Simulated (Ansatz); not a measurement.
How methods differ on SiBr (bromosilane)

The species is SiBr (2 atoms), meant as a doublet with charge 0. As SMILES, `[Si]Br`. Geometry: relaxed at GFN2-xTB.

```xyz
2

Si    0.0000    0.0000    0.0000
Br    0.0000    0.0000    2.3426
```

Quantity: the energy change with the Si1–Br2 bond stretched from 2.343 to 3.514 Å, in eV. The values are calculated.

| level | kind | program | value (eV) | less FCI/STO-3G | CPU time (all runs) |
| --- | --- | --- | --- | --- | --- |
| USVWN5/STO-3G | LDA | Ansatz | 3.87 | +0.22 | 5.8 s |
| UBLYP/STO-3G | GGA | Ansatz | 3.43 | -0.22 | 10 s |
| UBHLYP/STO-3G | global hybrid | Ansatz | 3.74 | +0.09 | 6 s |
| UPBE0/STO-3G | global hybrid | Ansatz | 3.81 | +0.16 | 6.9 s |
| U-wB97M-V/STO-3G | range-separated hybrid | Ansatz | 3.98 | +0.33 | 51 s |
| UCAM-B3LYP/STO-3G | range-separated hybrid | Ansatz | 3.82 | +0.17 | 7.1 s |
| UCCSDT/STO-3G | coupled cluster or CI | Ansatz | 3.65 | 0.00 | 5.7 s |
| FCI/STO-3G | exact in the basis | Ansatz | 3.65 | 0.00 | 4.6 s |

FCI/STO-3G is exact within its basis and frozen core, so for wave-function methods in that basis the difference is their error; functionals converge differently with the basis, so for them it is only a difference. All-electron rows without a relativistic Hamiltonian named are non-relativistic. The first shape isn't each level's own minimum. The values span 3.43 to 3.98 eV. Spin contamination of the reference (⟨S²⟩ at least 0.1 too high) touches USVWN5/STO-3G, UBLYP/STO-3G, UBHLYP/STO-3G, UPBE0/STO-3G, U-wB97M-V/STO-3G, UCAM-B3LYP/STO-3G, UCCSDT/STO-3G. All rows use very small basis sets, so none should be taken for the real molecule's value. In the correlated wave-function rows the outer d shell of Br is correlated, in sets not made for it. Times are those of the runs behind each value, whatever else they computed, on shared processors of several kinds: orders of magnitude only.
